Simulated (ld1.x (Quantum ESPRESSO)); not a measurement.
## Transferability test, TM semilocal potential for Cu

- Element: Cu
- Generator: ld1.x (Quantum ESPRESSO) 7.5
- Type: norm-conserving Troullier–Martins (semilocal form)
- Functional: PBE
- Relativity: scalar-relativistic
- Frozen core: [Ne]
- Valence charge: 19
- Reference configuration: 3s2 3p6 3d9 4s2 4p0
- Partial waves: 3s (bound): rc 0.65 bohr; 3p (bound): rc 0.95 bohr; 3d (bound): rc 1.25 bohr
- Local potential: the d channel
- Core correction: Bessel-smoothed model core inside 0.40 bohr

Occupied shells without a wave of their own: 4s. They enter only through the test configuration that unscreens the potential, and ld1.x also counts them in the model core charge.

Energies are relative to the spin-unpolarised reference configuration 3s2 3p6 3d9 4s2 4p0; without spin polarisation the order of configurations can differ from experiment. The frozen-core shift is the all-electron ΔE with the core orbitals held at their reference shape minus the fully relaxed ΔE.

ld1.x takes every shell without a wave as core, so the model core holds the 4s electrons as well and exchange and correlation see them twice. This cancels in the reference configuration, but the file is broken for other ones, and its errors say nothing about a proper core correction.

```tsv
valence configuration	charge	ΔE all-electron (eV)	error AE − PS (meV)	frozen-core shift (meV)
3s2 3p6 3d10 4s1 4p0	0	-1.970	-70	+3.6
3s2 3p6 3d10 4s0 4p0	+1	6.178	-400	+5.4
3s2 3p6 3d9 4s0 4p0	+2	27.510	-745	+3.1
3s2 3p6 3d10 4s0 4p1	0	2.167	-170	+4.7
3s2 3p6 3d7 4s0 4p0	+4	126.239	-1583	-4.6
3s1 3p6 3d10 4s1 4p0	+1	120.263	-250	+28
3s2 3p6 3d9 4s1 4p0	+1	9.608	-198	+1.3
```

Levels in the configuration 3s1 3p6 3d10 4s1 4p0:

```tsv
level	all-electron (eV)	pseudo (eV)
3s	-130.655	-130.956
3p	-87.953	-88.216
3d	-19.825	-20.076
4s	-13.679	-14.028
```

A variational frozen-core shift is positive and of second order in the change. This column holds negative values, so the frozen-core run of ld1.x carries numerical noise or an error of first order here, and the column gives no more than the rough size of the effect.
